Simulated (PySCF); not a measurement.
Gas-phase reaction: 2 TiCl4.H2O → TiCl4 + TiO2 + 4 HCl

Energies from PySCF, thermal terms from the rigid-rotor harmonic-oscillator model, ideal gas at 1 bar. † marks an energy on the PBE0/def2-TZVP geometry and frequencies; other levels use their own. All species are closed-shell singlets. B3LYP is the form with VWN-RPA correlation. Adducts (TiCl4.H2O) have no counterpoise correction, and HF, PBE, BLYP, B3LYP and PBE0 lack dispersion. TiCl4.H2O: computed as isolated molecules; such fragments, hydroxides, amides, oligomers or adducts are transient or little studied in the gas. The harmonic model lacks anharmonicity and excited electronic states, which grow with temperature; levels with a mode under 35 cm⁻¹ are left out. Soft modes under 120 cm⁻¹ make the harmonic entropy rough for TiCl4.H2O, TiCl4.

```
level               ΔE electronic, kJ  ΔH°(298 K), kJ  ΔS°(298 K), J/K  ΔG°(2500 K), kJ
------------------  -----------------  --------------  ---------------  ---------------
B3LYP/def2-TZVP†                  642             591              506             -564
BLYP/def2-TZVP†                   589             538              506             -617
M06-2X/def2-TZVP†                 772             721              506             -434
PBE0/def2-TZVP                    687             636              506             -519
LDA/def2-TZVP†                    778             727              506             -428
ωB97X-V/def2-TZVP†                686             635              506             -520
```
ΔH° is lowest at BLYP/def2-TZVP† and highest at LDA/def2-TZVP†. No reference value is set beside these.
